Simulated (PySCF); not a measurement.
Harmonic spectrum computed at PBE0 in the def2-TZVPD basis family (core potentials from Rb on, PySCF, no spin–orbit coupling):

```tsv
ω (cm⁻¹)	IR (km/mol, summed over degenerate members)	degeneracy
175	103	2
669	0.0	1
736	254	1
```

Question: Which molecule gave it? In each, all ligands are bound to the one heavy central atom.
A. BiO₂⁻ (singlet)
B. TlO₂⁻ (singlet)
C. SbO₂⁻ (singlet)
D. IO₂⁻ (singlet)

Answer: B. It has D∞h symmetry with Tl–O 1.911 Å (×2).
